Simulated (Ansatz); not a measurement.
Job for Ansatz (a program for electronic structure): R-RI-MP2/aug-cc-pVQZ on CHBrO (a complex), monomers drawn apart or pushed together. Files ending in .json are basis or fitting sets from the Basis Set Exchange. The run froze 16 orbitals, filled d shells among them.

Ansatz 0.2 input:
```yaml
crystal:
  periodic: [false, false, false]
  atoms:
    - {symbol: C, position_ang: [0.04178921, 0.29991577, 0.66764628]}
    - {symbol: O, position_ang: [0.04410533, 0.49336441, -0.43862246]}
    - {symbol: Br, position_ang: [0.03478002, -0.31318779, 4.17932578]}
    - {symbol: H, position_ang: [0.03771456, -0.06720678, 2.77128167]}
basis:
  gaussian:
    orbitals: aug-cc-pVQZ
    fitting: {mean_field: def2-universal-JKFIT, correlation: aug-cc-pVQZ-RIFIT.json}
magnetization: {spin_polarized: false}
correlation: {method: mp2, electrons: outside_noble_gas}
scf: {lower_state_search: off}
```

Q: Predict the final total energy.

A: -2686.4209 hartree.
